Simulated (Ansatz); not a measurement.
A nudged elastic band was laid between two geometries of FH + H10O3Si4 (19 atoms, charge 0, multiplicity 1).

Level of theory: Ansatz 0.2.0, RHF/6-31G*.

```yaml
movable_images: 5
climbing_image: yes
spring: 5.0 eV/Å²
optimiser: quadratic models (default)
start_path: through a guess of the saddle point
force_threshold: 0.05 eV/Å
iteration_limit: 60
end_points: relaxed
```

Initial state:

```xyz
19
Properties=species:S:1:pos:R:3
Si -0.309 -0.449 0.669
H -0.082 -0.125 2.071
O 1.007 -1.107 0.019
Si 2.471 -1.144 -0.730
H 2.758 -2.549 -1.069
H 2.425 -0.354 -1.970
H 3.519 -0.635 0.164
O -0.679 0.937 -0.140
Si -2.017 1.569 -0.890
H -3.141 1.650 0.056
H -1.650 2.917 -1.350
H -2.397 0.737 -2.042
O -1.574 -1.447 0.517
Si -2.164 -2.971 0.348
H -1.615 -3.846 1.399
H -3.629 -2.912 0.469
H -1.799 -3.512 -0.973
F 1.792 2.054 0.033
H 0.904 1.887 -0.142
```

Final state:

```xyz
19
Properties=species:S:1:pos:R:3
Si -0.412 -0.241 -0.104
H 1.645 0.265 4.273
O 0.985 -0.913 -0.515
Si 2.381 -0.907 -1.378
H 2.109 -1.305 -2.769
H 2.984 0.437 -1.367
H 3.309 -1.869 -0.764
O -0.916 0.761 -1.252
Si -2.100 1.658 -1.952
H -3.136 2.000 -0.961
H -1.500 2.889 -2.490
H -2.714 0.889 -3.048
O -1.521 -1.362 0.197
Si -1.981 -2.822 0.788
H -1.635 -2.923 2.217
H -3.437 -2.950 0.619
H -1.301 -3.900 0.048
F -0.186 0.595 1.222
H 1.248 0.398 3.674
```

Problem. Which bonds break or form, and what moves?

Solution. Bonds broken: Si1–H2, F18–H19. Bonds formed: Si1–F18, H2–H19. FH + H10O3Si4 becomes FH9O3Si4 + H2.

Problem. Give the energies along the band, and the barrier.

Solution. It did not converge within its limit. The highest image is number 2 of 0 to 6, 0.277 eV above the first end and 1.682 eV above the last; the last end lies 1.405 eV below the first. The band didn't meet its force threshold, so its energies are provisional: the largest band force was still 0.15 eV/Å, and over the last iterations the top stayed at 0.28 eV. Neighbouring images lie up to 3.8 Å apart, so the band is torn or far too coarse. The orbitals stay closed-shell, which can raise the energy where a bond breaks towards radicals; this wasn't checked here.

```csv
image,path coordinate (Å),energy (eV),Si1–H2 (Å),F18–H19 (Å),Si1–F18 (Å)
0,0.00,0.000,1.46,0.92,3.33
1,3.52,0.108,1.46,0.92,3.78
2,7.04,0.277,1.45,0.91,3.47
3,10.83,-1.380,3.79,3.31,1.58
4,14.63,-1.376,4.76,2.85,1.58
5,18.41,-1.382,4.98,2.84,1.58
6,22.20,-1.405,4.86,2.85,1.58
```

Time of the run: 14 min on 4 threads of Arm Neoverse V1 (shared host), peak memory 0.54 GiB.
